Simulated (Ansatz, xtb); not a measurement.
Two structures of HInO2P−

We compare I, a singlet given by its coordinates, with II, a singlet given by its coordinates. Both are gas-phase species (loosely bound parts included), relaxed with PBE0-D3(BJ)/def2-SVPD.

I (Å):

| atom | x (Å) | y (Å) | z (Å) |
| --- | --- | --- | --- |
| In | -1.2724 | 0.2227 | 2.9355 |
| O | -2.3105 | 0.3829 | 0.9748 |
| O | -1.9172 | 2.9758 | 0.3581 |
| P | -2.4464 | 1.9584 | 1.3762 |
| H | -3.8948 | 2.1152 | 1.4125 |

Close contacts (Å): In1–O2 2.22, In1–P4 2.61, O2–P4 1.63, O3–P4 1.53, P4–H5 1.46.

II (Å):

```yaml
atoms:
  - { symbol: In, position_ang: [-0.8061, 1.6656, 1.7683] }
  - { symbol: O, position_ang: [-2.8674, 2.5678, 0.4573] }
  - { symbol: O, position_ang: [-2.7850, 0.1172, 1.0842] }
  - { symbol: P, position_ang: [-3.5897, 1.2167, 0.3791] }
  - { symbol: H, position_ang: [-1.7319, 2.0440, 3.3691] }
```

Close contacts (Å): In1–O2 2.60, In1–O3 2.60, In1–P4 3.14, O2–P4 1.53, O3–P4 1.53, In1–H5 1.89.

Energies in hartree; the thermal terms are from PBE0-D3(BJ)/def2-SVPD harmonic frequencies (ideal gas, rigid rotor, one conformer each, 600 K, 1 atm) and include the zero-point energy:

```
                               I           II
E, CCSD(T)/def2-SVPD  −680.764961  −680.779472
    E, MP2/def2-SVPD  −680.723209  −680.735895
  E, MP2/def2-TZVPPD  −681.353328  −681.362125
   zero-point energy     0.015815     0.011633
        H(600 K) − E     0.030999     0.028552
        G(600 K) − E    −0.054551    −0.063134
```

Problem. Correct the CCSD(T) difference for the basis set by the MP2 change, then work out ΔE, ΔE₀, ΔH and ΔG for I → II in kcal/mol (1 Eh = 627.51 kcal/mol) and the equilibrium ratio [II]/[I].

Solution. 1. Differences II − I: CCSD(T) −0.014511, MP2 in the small set −0.012686, MP2 in the large set −0.008797 Eh.
2. ΔE = −0.014511 + (−0.008797 − (−0.012686)) = −0.010622 Eh = −6.67 kcal/mol.
3. ΔE₀ = ΔE + ΔZPE = −0.010622 + (−0.004182) Eh = −9.29 kcal/mol.
4. ΔH = ΔE + (−0.002447) Eh = −8.20 kcal/mol.
5. ΔG = ΔE + (−0.008583) Eh = −12.05 kcal/mol, so ΔS = (ΔH − ΔG)/T = +26.9 J/(mol K).
6. kT = 1.9001 mEh, so K = [II]/[I] = exp(−ΔG/kT) = exp(+10.11) ≈ 2.5 × 10^4.

Structure II is favoured at this temperature. An error of 1 kcal/mol in ΔG would change K by a factor of 2.3. Large T1 diagnostics make the coupled-cluster value less sure. Mirror images and further conformers aren't counted.

Other levels gave ΔE = −1.2 (PBE0-D3(BJ)/def2-SVPD); −9.3 (HF/def2-SVPD); −8.0 (MP2/def2-SVPD); −9.1 (CCSD(T)/def2-SVPD) kcal/mol. The correlated steps freeze 11 core orbitals; the filled d shell of In is correlated, in a basis made for valence electrons. Atoms past krypton carry core potentials in the def2 sets, without spin–orbit terms. Programs: Ansatz 0.2.0.
